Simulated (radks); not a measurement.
The numbers below are computed, except where a source is named.
Spin polarisation of the 5d7 shell in the iridium ion Ir2+. Start: [Xe] 4f14 5d(up 3.5, down 3.5); electrons of 5d are moved from spin down to spin up, other shells keep equal spins. Code: a radial shooting solver on a logarithmic mesh with Libxc functionals. Model: non-relativistic Kohn-Sham, PBE, spin-polarised, spherical densities, point nucleus.

moment (Bohr magnetons)  E - E(0) (eV)  e(5d up) (eV)  e(5d down) (eV)  5p down minus up (eV)
0                                0.000        -25.130          -25.130                  0.000
0.75                            -0.094        -25.372          -24.870                  0.470
1.5                             -0.377        -25.598          -24.592                  0.941
2.25                            -0.849        -25.806          -24.294                  1.414
3                               -1.512        -25.999          -23.976                  1.890

At moment 3 the spin-polarisation energy is -1.512 eV and the 5d exchange splitting 2.023 eV, that is 0.674 eV per Bohr magneton; E = -I m^2/4 would give I = 0.672 eV.
